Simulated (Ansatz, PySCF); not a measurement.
C3H3N2, SMILES C1=C[N]N=C1, multiplicity 2. Atoms are numbered in the order given.

```xyz
8

C      0.0000     0.0000    -1.1434
C      1.1190     0.0022    -0.2879
N      0.6167     0.0012     0.9701
N     -0.6167    -0.0012     0.9701
C     -1.1190    -0.0022    -0.2879
H      0.0000     0.0000    -2.2332
H      2.1883     0.0044    -0.4864
H     -2.1883    -0.0044    -0.4864
```
Charge 0, spin multiplicity 2.

Coordinates come from a ωB97X-D3(BJ)/def2-SVP optimisation. The isomer is the one that the SMILES or the coordinates give; other isomers of the formula were not compared.

Two levels are set side by side: PBE-D3(BJ)/def2-SVP (Ansatz, a program for electronic structure) and ωB97X-D3(BJ)/def2-SVP (PySCF). Each level has its own optimised geometry; the coordinates shown are those of the second. Differences are taken from unrounded values.

```tsv
quantity	ωB97X-D3(BJ)
mean bond length (Å)	1.253
bond C1–C2 (Å)	1.409
bond C1–C5 (Å)	1.409
bond C2–N3 (Å)	1.355
bond N3–N4 (Å)	1.233
bond N4–C5 (Å)	1.355
bond C1–H6 (Å)	1.090
bond C2–H7 (Å)	1.088
bond C5–H8 (Å)	1.088
```

Question: What does PBE-D3(BJ) give, and how far is it from ωB97X-D3(BJ)? (Estimate from the structure and the level; the computed values follow.)

Answer: 
```
quantity              PBE-D3(BJ)  PBE-D3(BJ) minus ωB97X-D3(BJ)
--------------------  ----------  -----------------------------
mean bond length (Å)       1.261                          0.008
bond C1–C2 (Å)             1.417                          0.008
bond C1–C5 (Å)             1.417                          0.008
bond C2–N3 (Å)             1.362                          0.008
bond N3–N4 (Å)             1.248                          0.015
bond N4–C5 (Å)             1.362                          0.008
bond C1–H6 (Å)             1.096                          0.006
bond C2–H7 (Å)             1.094                          0.007
bond C5–H8 (Å)             1.094                          0.007
```

Exact exchange shortens and stiffens bonds; PBE has none. Differences between two approximate levels are no errors against the true value.
